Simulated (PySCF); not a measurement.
A calculated (MN15, PySCF 2.14, def2-SVP, the non-relativistic Hamiltonian (point nucleus)) atom or ion has these occupied shells.

```
shell  electrons  orbital energy (eV)  rms radius, mean of both spins (bohr)
 1s α          1              -4365.6                                 0.0854
 1s β          1              -4365.5                                 0.0854
 2s α          1              -474.33                                  0.378
 2s β          1              -474.20                                  0.378
 2p α          3              -400.90                                  0.342
 2p β          3              -400.77                                  0.342
 3s α          1              -65.664                                   1.17
 3s β          1              -64.935                                   1.17
 3p α          3              -45.048                                   1.27
 3p β          3              -44.148                                   1.27
 3d α          1              -13.233                                   1.83
 4s α          1              -10.923                                   3.74
```

Name the element and its charge.

Sc⁺ (scandium, charge +1), in [Ar] 3d1 4s1, high-spin 3D determinant.
